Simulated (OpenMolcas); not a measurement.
**S V: effect of the basis set**

```yaml
Program: OpenMolcas
Method: "MS-CASPT2, IPEA 0.25 Eh, imaginary shift 0.1 Eh (closed shells correlated: 2s 2p)"
Active_space: 2 electrons in 8 orbitals (3s 3p 4s 4p)
State_averaging: 2S+1 = 3 even, 3 roots; 2S+1 = 1 even, 7 roots; 2S+1 = 3 odd, 3 roots; 2S+1 = 1 odd, 3 roots
Spin-orbit_coupling: RASSI with atomic mean-field integrals over the reference wave functions, term energies averaged over their components
```

A. ANO-RCC-VTZP [5s4p2d1f], DKH2, point nucleus; CASPT2 step roughly 4 core-seconds
B. ANO-R2 [5s4p3d1f], X2C, finite nucleus; CASPT2 step roughly 3 core-seconds
C. ANO-RCC-VQZP [6s5p3d2f1g], DKH2, point nucleus; CASPT2 step about 4 core-seconds
D. ANO-RCC [8s7p5d4f2g], DKH2, point nucleus; CASPT2 step of the order of 13 core-seconds

Energies in cm⁻¹ above 3s² ¹S₀, the measured ground level; measured values from NIST levels in Podobedova, Kelleher and Wiese, J. Phys. Chem. Ref. Data 38, 171 (2009); Martin, Zalubas and Musgrove, J. Phys. Chem. Ref. Data 19, 821 (1990).

| Level | A | B | C | D | Measured |
| --- | --- | --- | --- | --- | --- |
| 3s² ¹S₀ | 0.0 | 0.0 | 0.0 | 0.0 | 0.0 |
| 3s 3p ³P°₀ | 82480 | 82960 | 82660 | 83220 | 83024 |
| 3s 3p ³P°₁ | 82810 | 83290 | 82990 | 83560 | 83394 |
| 3s 3p ³P°₂ | 83480 | 83960 | 83660 | 84240 | 84155 |
| 3s 3p ¹P°₁ | 130600 | 128390 | 129810 | 128670 | 127151 |
| 3p² ³P₀ | 200510 | 200260 | 200670 | 200830 | 199967 |
| 3p² ³P₁ | 200860 | 200610 | 201020 | 201190 | 200371 |
| 3p² ¹S₀ | 238540 | 236540 | 237270 | 236530 | 235350 |

Deviations, from unrounded energies. A percentage is the sum of absolute deviations over the sum of measured energies, with the sign that they share, or ± where signs differ.

```
           Against measurement  Levels     A     B     C     D
mean absolute deviation (cm-1)       7  1400   470  1000   690
      other configurations (%)       7  ±0.9  ±0.3  ±0.7  +0.5
```

B lies closest to measurement on these levels and A furthest from it. The largest miss of B in the table is 3s 3p ¹P°₁, by +1200 cm-1. The ranking rests on the paired levels alone, and a cruder setting can come out closer through cancelling errors.

Among A to D the level of the table that moves most is 3s 3p ¹P°₁, by 2200 cm-1 (lowest in B, highest in A). Moves below CASPT2's spread within the term are not significant.

Over all roots computed the reference weight is 0.91 to 1.00 in A, 0.90 to 0.99 in B, 0.91 to 1.00 in C, 0.90 to 0.99 in D; the roots of lowest weight are the least certain, and an intruder state may touch them. Active for correlation alone: 4p 4s; no level in the range computed is led by a configuration that fills them, so any true level of that kind is missing. The ¹D term of p² mixes with s d, which this space lacks. Measured partners are found by configuration, term and J. A level has none where our copy of the source lacks it or the pairing is in doubt (some pairs that miss far off the trend of their configuration count as doubtful), and it then counts in no deviation. Levels of configurations outside the active space are missing. Levels that lie high or do not pair safely by name in every column are left out.

° marks odd parity.
